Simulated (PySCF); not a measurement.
A GIAO shielding run with PySCF 2.14 (density fitting, non-relativistic, gas phase) on SMILES C(C=C)[Si@@H](O)N[SiH3], C3H11NOSi2:

```
$ OMP_NUM_THREADS=1 python probes_run.py task.json out

{"job": {"kind": "nmr", "xc": "PBE0", "basis": "pcSseg-1"}, "charge": 0, "multiplicity": 1}
C      2.639319     0.710026    -0.314284
C      1.445170     0.243711    -0.641633
C      0.853370    -1.009556    -0.106283
Si    -0.256456    -0.592359     1.390326
O      0.581737     0.215681     2.526914
N     -1.552687     0.408136     0.821931
Si    -2.638821     0.160476    -0.504933
H      3.297627     0.162331     0.341884
H      3.018959     1.640952    -0.700531
H      0.804590     0.816198    -1.299783
H      1.639114    -1.691323     0.217636
H      0.269601    -1.509714    -0.875142
H     -0.698586    -1.780182     2.113484
H      1.247954     0.846701     2.263736
H     -1.885902     1.054733     1.519448
H     -1.839810    -0.020548    -1.717429
H     -3.481641    -1.024332    -0.303621
H     -3.452296     1.375386    -0.573416
```

Hardware: 1 thread of an Arm Neoverse N1, shared host. The job also computes population analyses, field gradients.

Question: How large is the calculation?

Answer: 72 electrons, 188 basis functions and 1018 auxiliary functions.

Question: How long does it take, and how much memory does it need?

Answer: 48 s of wall time, with 14 SCF cycles and 5 response iterations; peak memory 0.94 GiB. Times on a shared host scatter by some tens of per cent.
